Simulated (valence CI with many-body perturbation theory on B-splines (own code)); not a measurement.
**Energy levels of O I**

Method: relativistic CI+MBPT: six valence electrons over a frozen Dirac-Fock core [He], a basis of 9 s, 9 p, 8 d, 6 f, 3 g, 1 h functions for each j, with the one-electron correlation potential Σ1, the two-electron term Σ2, the three-electron term Σ3, Breit, model QED; selected CI, second order for the rest, scaled by the run's own slope (own B-spline code, finite nucleus).

Set against measurement, 22 paired levels are off by 257 cm⁻¹ on average, the worst by 374. Among the levels kept, up to 1500 cm⁻¹ of a level comes from second order outside the variational space, and about a tenth of that is noise between levels of different J, which matters for small intervals.

Levels 1 to 23 of 23, with energies above the lowest level, 2s2 2p4 3P_2. "Leading %" is the weight of the configuration and term that name the level; weights of strongly mixed levels are sums over their largest components and can fall short. Lifetimes count E1, E2, E3, M1 and M2 decay at the calculated energies, and are blank where another channel may lead or the interval is too uncertain; long ones can be off by a factor of two.

```tsv
No.	Configuration	Term	J	E (eV)	Leading %	Lifetime	g
1	2s2 2p4	3P	2	0.000	96		1.501
2	2s2 2p4	3P	1	0.028	96		1.501
3	2s2 2p4	3P	0	0.031	95		
4	2s2 2p4	1D	2	1.982	96	121 s	1.000
5	2s2 2p4	1S	0	4.223	92	731 ms	
6	2s2 2p3 3s	5S°	2	9.107	92	241 μs	2.002
7	2s2 2p3 3s	3S°	1	9.490	90	1.66 ns	2.002
8	2s2 2p3 3p	5P	3	10.695	92	28.9 ns	1.668
9	2s2 2p3 3p	5P	1	10.702	92	28.4 ns	2.503
10	2s2 2p3 3p	5P	2	10.703	92	28.4 ns	1.835
11	2s2 2p3 3p	3P	0	10.951	90	32.1 ns	
12	2s2 2p3 3p	3P	1	10.956	90	31.7 ns	1.501
13	2s2 2p3 3p	3P	2	10.959	90	31.6 ns	1.501
14	2s2 2p3 4s	5S°	2	11.798	91	37.6 ns	2.002
15	2s2 2p3 4s	3S°	1	11.898	91	5.86 ns	2.002
16	2s2 2p3 3d	5D°	4	12.035	91	22.7 ns	1.501
17	2s2 2p3 3d	5D°	0	12.038	91	23.8 ns	
18	2s2 2p3 3d	5D°	1	12.045	91	23.4 ns	1.501
19	2s2 2p3 3d	5D°	3	12.047	91	22.9 ns	1.501
20	2s2 2p3 3d	5D°	2	12.047	91	23.2 ns	1.501
21	2s2 2p3 3d	3D°	1	12.053	91	8.93 ns	0.499
22	2s2 2p3 3d	3D°	3	12.056	91	8.05 ns	1.334
23	2s2 2p3 3d	3D°	2	12.056	91	8.70 ns	1.167
```

The ionisation energy to 2s2 2p3 4S°_3/2 of the next ion comes out as 13.566 eV (NIST: 13.6181 eV (measured), further off than twice its uncertainty). All 23 levels together are meant to be complete up to 12.219 eV.
